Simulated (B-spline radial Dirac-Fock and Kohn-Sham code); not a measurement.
**Photoemission from Eu at Ag Lα (2984.4 eV), detector at θ = 45°, φ = 0°**

System: the Eu atom in the configuration 1s2 2s2 2p6 3s2 3p6 3d10 4s2 4p6 4d10 4f7 5s2 5p6 6s2. Calculated with a radial B-spline solver, using Dirac-Hartree-Slater photoionisation with a Latter tail; cross sections with all multipoles, angular parameters from the dipole term and its interference with E2. Thresholds are tabulated edges, those marked * orbital energies of the model. For linearly polarised light dσ/dΩ = σ/(4π) [1 + β P₂(cos θ) + (δ + γ cos²θ) sin θ cos φ], with θ from the polarisation vector and φ the angle between the beam and the projection of the electron momentum on the plane normal to the polarisation. The dipole factor is 1 + βP₂ and the non-dipole term is the rest of the bracket. Open shells are filled statistically over j.

Input of the calculation (task.json; shells as n, l, electrons):

```json
{"items": [{
  "Z": 63,
  "q": 0,
  "cfg": [[1, 0, 2], [2, 0, 2], [2, 1, 6], [3, 0, 2], [3, 1, 6], [3, 2, 10], [4, 0, 2], [4, 1, 6], [4, 2, 10], [4, 3, 7], [5, 0, 2], [5, 1, 6], [6, 0, 2]],
  "A": 153,
  "rrms": 5.1115,
  "do": "xps",
  "hv": [60, 150, 200, 210.0, 284.0, 310.0, 353.0, 400, 800, 854.0, 1130.0, 1140.0, 1440.0, 1486.9, 2984.4, 3090.0, 3130.0, 3180.0, 3240.0, 3580.0, 5030.0, 5414.7, 6350.0, 6780.0, 6910.0, 7420.0, 7520.0, 7870.0, 7990.0, 13700.0],
  "edges": {"K": 48519.0, "L1": 8052.0, "L2": 7617.0, "L3": 6977.0, "M1": 1800.0, "M2": 1614.0, "M3": 1481.0, "M4": 1158.6, "M5": 1127.5, "N1": 360.0, "N2": 284.0, "N3": 257.0, "N4": 133.0, "N5": 127.7}
}]}
```

Launch: `python xray2_run.py task.json out`

```
subshell  threshold (eV)  σ (kb)     β      γ       δ  dipole factor  non-dipole term  dσ/dΩ (kb/sr)
      3s          1800.0    22.5  1.97   0.36   0.000          1.492           +0.126           2.90
   3p1/2          1614.0    31.5  1.56   0.01   0.004          1.390           +0.006           3.50
   3p3/2          1481.0    63.5  1.61  -0.04   0.007          1.402           -0.009           7.04
   3d3/2          1158.6    60.6  1.25   0.29   0.070          1.312           +0.152           7.06
   3d5/2          1127.5    85.0  1.22   0.32   0.070          1.306           +0.163           9.93
      4s           360.0    6.14  1.97   0.00  -0.001          1.493            0.000          0.730
   4p1/2           284.0    7.22  1.68   0.01  -0.002          1.421           +0.003          0.818
   4p3/2           257.0    13.9  1.73   0.02   0.005          1.432           +0.009           1.60
   4d3/2           133.0    9.55  1.33   0.47   0.059          1.333           +0.208           1.17
   4d5/2           127.7    13.4  1.28   0.49   0.061          1.320           +0.216           1.63
   4f5/2           9.03*   0.519  0.90   0.82   0.193          1.225           +0.426         0.0682
   4f7/2           8.32*   0.654  0.88   0.82   0.196          1.221           +0.428         0.0859
      5s          48.59*    1.07  1.97  -0.03  -0.001          1.494           -0.012          0.126
   5p1/2          29.98*    1.01  1.69   0.03  -0.003          1.424           +0.009          0.115
   5p3/2          25.91*    1.87  1.74   0.04   0.004          1.435           +0.016          0.216
      6s           4.96*  0.0836  1.97  -0.04  -0.001          1.494           -0.013        0.00985
```
